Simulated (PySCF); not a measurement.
H5W, charge +1, multiplicity 1. Atoms are numbered in the order given.

```xyz
6

W      0.0000     0.0000    -0.0219
H     -1.4187     0.0000     0.8683
H      1.4187     0.0000     0.8683
H      0.0000     0.0000     1.6315
H      0.0000    -1.4671    -0.8747
H      0.0000     1.4671    -0.8747
```
Charge +1, spin multiplicity 1.

The structure is a stationary point at B3LYP-D3(BJ)/def2-TZVPD. The spin state was assumed, not searched. The def2 effective core potentials stand for the cores of W; spin–orbit coupling is left out.

Method: PySCF with PBE0/def2-TZVPD.

Mulliken values depend strongly on the basis, most of all with diffuse functions as here. ESP charges are fitted to the potential on shells at 1.4 to 2.0 van der Waals radii. Atomic charges (e):

| atom | Mulliken | ESP fit |
|---|---|---|
| W1 | 0.85 | 1.04 |
| H2 | 0.03 | -0.02 |
| H3 | 0.03 | -0.02 |
| H4 | 0.04 | 0.00 |
| H5 | 0.02 | 0.00 |
| H6 | 0.02 | 0.00 |
